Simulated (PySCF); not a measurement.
A PySCF script (with the pyscf-properties extension) for the NMR shieldings of SMILES [SiH3]O/C=[CH]/[Al]1[O]CC[O]1, C4H9AlO3Si, on a GFN2-xTB geometry:

```python
import basis_set_exchange as bse
import numpy as np
from pyscf import gto, dft
from pyscf.prop import nmr

atoms = """
Si    4.268871   -0.433647   -0.415177
O     2.994942   -0.794923    0.541402
C     1.682505   -0.570218    0.429222
C     1.067702    0.072075   -0.565059
Al   -0.858546    0.232496   -0.484640
O    -2.005661    0.963830   -1.509890
C    -3.306204    0.801770   -1.009802
C    -3.281097   -0.022421    0.330419
O    -1.961960   -0.353209    0.677899
H     4.403266    1.015623   -0.571484
H     5.324070   -1.031817    0.385628
H     4.112890   -1.052235   -1.732987
H     1.124677   -0.977827    1.266872
H     1.665925    0.466092   -1.379683
H    -3.744114    1.788919   -0.829843
H    -3.912050    0.277733   -1.755945
H    -3.858603   -0.944196    0.208980
H    -3.725373    0.568271    1.137671
"""
names = dict.fromkeys(["Si", "O", "C", "Al", "H"], "pcSseg-1")
basis = {el: gto.basis.parse(bse.get_basis(n, elements=[el], fmt="nwchem")) for el, n in names.items()}
mol = gto.M(atom=atoms, basis=basis, charge=0, verbose=0)
mf = dft.RKS(mol, xc="PBE0")
mf.grids.level = 2
mf.grids.alignment = dft.numint.BLKSIZE   # the property module wants whole blocks of grid points
mf.conv_tol = 1e-9
mf.kernel()

calc = nmr.RKS(mf)   # GIAO
C = mf.mo_coeff
Co = C[:, mf.mo_occ > 0]
resp = mf.gen_response(singlet=True, hermi=2)
def vind(x):   # induced exchange potential for any number of trial vectors
    d = np.einsum("pi,xij,qj->xpq", C, 2 * x.reshape(-1, C.shape[1], Co.shape[1]), Co, optimize=True)
    return np.einsum("xpq,pi,qj->xij", resp(d - d.transpose(0, 2, 1)), C, Co, optimize=True).ravel()
mo1, _ = nmr.rhf.solve_mo1(calc, with_cphf=vind)
sigma = calc.kernel(mo1)
for i, s in enumerate(sigma):   # ppm
    print("%2d %-2s %9.2f" % (i, mol.atom_pure_symbol(i), np.trace(s) / 3))
```

**Question.** What are the results?

**Answer.** 
```
 0 Si    393.75
 1 O     198.88
 2 C      16.53
 3 C      95.63
 4 Al    408.15
 5 O     295.15
 6 C     119.81
 7 C     119.98
 8 O     299.68
 9 H      26.70
10 H      26.89
11 H      26.70
12 H      24.69
13 H      27.36
14 H      27.39
15 H      27.39
16 H      27.42
17 H      27.42
```

These numbers come from an equivalent density-fitted implementation of the same equations, which agrees with the script to about 0.01 ppm for H and up to a few tenths of a ppm for heavy atoms, so last digits may differ.

Size and cost of the density-fitted run: 212 basis functions, 52 s wall time on 1 thread of an Arm Neoverse V1, shared host; peak memory 0.94 GiB.
